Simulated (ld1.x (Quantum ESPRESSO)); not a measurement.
boron (B), PAW: configuration errors across variants

```json
{
 "Element": "B",
 "Generator": "ld1.x (Quantum ESPRESSO) 7.5",
 "Type": "PAW",
 "Functional": "LDA (PZ)",
 "Relativity": "scalar-relativistic",
 "Frozen core": "[He]",
 "Valence charge": "3",
 "Reference configuration": "2s2 2p1",
 "Partial waves": "2s (bound): rcut 0.90, rcutus 1.25 bohr; 2s channel at 1.65 Ry: rcut 0.90, rcutus 1.25 bohr; 2p (bound): rcut 2.10, rcutus 2.60 bohr; 2p channel at 0.55 Ry: rcut 2.10, rcutus 2.60 bohr; 3d channel at -0.1 Ry: rcut 1.80, rcutus 2.20 bohr",
 "Local potential": "all-electron potential smoothed inside 1.45 bohr (lloc = -2)",
 "Core correction": "a·sin(br)/r model core inside 1.15 bohr",
 "Augmentation charge": "PSQ, inside the norm-conserving radii"
}
```

All-electron excitation energies from the reference (eV): (1) 2s2 2p0 8.327; (2) 2s1 2p0 33.631; (3) 2s2 2p0.5 2.943; (4) 2s1 2p1 14.283; (5) 2s1 2p2 5.686; (6) 2s2 2p1.3 -0.772; (7) 2s0 2p3 11.401; (8) 2s2 2p1 spin -0.235; (9) 2s1 2p0 spin 32.903.

Spin tests fill each open shell by Hund’s rule, majority spin first.

The overlap operator is not positive definite (basis up to 400 Ry) in “local potential all-electron potential smoothed inside 1.20 bohr (lloc = -1)”. Such files are unfit for use, however small their errors in these radial tests.

2 further variants failed, have other tests or another functional or relativity, and are left out.

Errors AE − PS in meV (a dash: test not solved or not reliable):

| change | (1) | (2) | (3) | (4) | (5) | (6) | (7) | (8) | (9) | bound ghosts |
| --- | --- | --- | --- | --- | --- | --- | --- | --- | --- | --- |
| base | 0.0 | -7.8 | 0.0 | -2.5 | -0.2 | +0.1 | -2.2 | -0.3 | -9.7 | none |
| local potential all-electron potential smoothed inside 1.20 bohr (lloc = -1) | +0.1 | -7.8 | +0.1 | -2.6 | -0.2 | +0.2 | -2.0 | -0.3 | -9.6 | not determined (overlap not positive) |
| local potential all-electron potential smoothed inside 2.14 bohr (lloc = -2) | -0.2 | -5.7 | -0.1 | -1.9 | -0.5 | 0.0 | -2.2 | -0.3 | -8.8 | none |
| waves 2p (bound): rcut 1.96, rcutus 2.08 bohr; 2p channel at 0.55 Ry: rcut 1.96, rcutus 2.08 bohr | -0.2 | -7.2 | 0.0 | -1.6 | -0.5 | 0.0 | -2.2 | -0.1 | -9.5 | none |
| augmentation BESSEL, radius 0.80 bohr | – | – | – | – | – | – | – | – | – | none |
| core correction a·sin(br)/r model core inside 0.56 bohr | +0.2 | -7.7 | 0.0 | -2.5 | -0.2 | +0.1 | -2.4 | -0.3 | -9.6 | none |
| wave 2p channel at 0.55 Ry: rcut 2.10, rcutus 2.60 bohr becomes 2p channel at 3.34 Ry: rcut 2.10, rcutus 2.60 bohr | 0.0 | -7.8 | +0.4 | +2.7 | 0.0 | +0.2 | -1.7 | -0.3 | -9.7 | none |
| all radii but the core radius scaled by about 1.11 (s 1.38, p 2.88, d 2.44 bohr, rcut 1.00/2.32/2.00); local potential all-electron potential smoothed inside 1.60 bohr (lloc = -2) | -0.3 | -8.0 | -0.1 | -4.1 | -0.4 | +0.1 | -2.5 | -0.3 | -9.9 | none |
| wave 3d channel at -0.1 Ry: rcut 1.80, rcutus 2.20 bohr becomes 3d channel at -0.1 Ry: rcut 1.42, rcutus 1.50 bohr | 0.0 | -7.8 | 0.0 | -2.5 | -0.2 | +0.1 | -2.2 | -0.3 | -9.7 | none |
| waves 2p (bound): rcut 2.10, rcutus 4.00 bohr; 2p channel at 0.55 Ry: rcut 2.10, rcutus 4.00 bohr | -0.4 | -7.7 | -0.4 | -8.7 | -0.7 | +0.1 | -3.0 | -0.4 | -9.8 | none |

**Question.** Give the same row for: waves 2s (bound): rcut 0.90, rcutus 1.70 bohr; 2s channel at 1.65 Ry: rcut 0.90, rcutus 1.70 bohr.

**Answer.** -0.4, -7.3, -0.1, -2.4, -0.5, 0.0, -2.2, -0.3, -9.5; bound ghosts: none.
